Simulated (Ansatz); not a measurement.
Total energies of C6H16Cl2GeN2 (`CC[N](C)[Ge]([Cl])([Cl])[N](C)CC`).

Z-matrix (Å, degrees):
```
C
C 1 1.519
H 1 1.092 2 110.5
H 1 1.093 2 110.1 3 119.8
H 1 1.092 2 111.9 3 -120.7
N 2 1.453 1 112.6 3 58.8
H 2 1.093 1 108.8 3 -61.8
H 2 1.101 1 109.8 3 -178.1
Ge 6 1.804 2 119.2 1 -141.5
C 6 1.449 2 114.7 1 72.7
Cl 9 2.159 6 107.0 2 45.9
N 9 1.818 6 111.7 2 169.4
Cl 9 2.163 6 111.4 2 -69.1
H 10 1.100 6 112.2 2 54.2
H 10 1.091 6 110.1 2 174.8
H 10 1.094 6 110.7 2 -66.5
C 12 1.460 9 117.8 6 -77.2
C 12 1.451 9 118.5 6 143.8
C 17 1.514 12 114.6 9 49.3
H 17 1.097 12 106.3 9 169.7
H 17 1.102 12 110.8 9 -75.4
H 18 1.100 12 112.9 9 83.1
H 18 1.095 12 108.9 9 -157.4
H 18 1.089 12 111.0 9 -38.6
H 19 1.091 17 112.3 12 -65.0
H 19 1.092 17 109.3 12 175.8
H 19 1.092 17 111.2 12 56.2
```

Charge 0, multiplicity 1. Correlated methods include outer-core shells of Ge, which these sets cover unevenly. Scalar relativity is left out up to krypton. The structure was optimised at the PBE0-D4/def2-TZVP level. It is one conformer, not always the lowest. Basis def2-TZVPP, Ansatz.

RPA on PBE orbitals: Hartree–Fock energy of these orbitals -3339.91126 Eh, correlation -3.43597 Eh (frozen core).

| functional | kind | energy without D4 (Eh) | D4 term (kJ/mol) |
| --- | --- | --- | --- |
| LDA (SPW92) | LDA | -3336.18176 | – |
| PBE | GGA | -3344.27953 | -87.3 |
| revPBE | GGA | -3344.98730 | -243.9 |
| BLYP | GGA | -3345.29632 | -183.3 |
| r2SCAN | meta-GGA | -3345.16979 | -25.2 |
| B97M-V | meta-GGA with VV10 | -3344.81598 | – |
| PBE0 | global hybrid, 25 % exact exchange | -3344.46188 | -76.1 |
| B3LYP | global hybrid, 20 % | -3345.52522 | -137.8 |
| r2SCANh | meta-GGA hybrid, 10 % | -3345.14604 | -26.8 |
| r2SCAN0 | meta-GGA hybrid, 25 % | -3345.11336 | -29.3 |
| HSE06 (plane-wave form) | screened hybrid | -3344.42660 | -71.5 |
| BHLYP | global hybrid, 50 % | -3345.20323 | -106.5 |
| CAM-B3LYP | range-separated hybrid | -3345.40380 | -78.2 |
| LC-ωPBE | long-range corrected hybrid | -3344.71320 | – |
| ωB97X-V | range-separated hybrid GGA with VV10 | -3345.03277 | – |
| ωB97M-V | range-separated hybrid meta-GGA with VV10 | -3345.11635 | – |
| B2PLYP | double hybrid | -3344.50415 | – |
| PBE-QIDH | double hybrid | -3343.93555 | – |

B3LYP takes the VWN-RPA correlation (the form of Gaussian; ORCA's B3LYP/G). HSE06 is the plane-wave form, built on full-range PBE exchange. The double hybrids freeze the cores in their second-order part.

LC-ωPBE has ω = 0.4 bohr⁻¹.
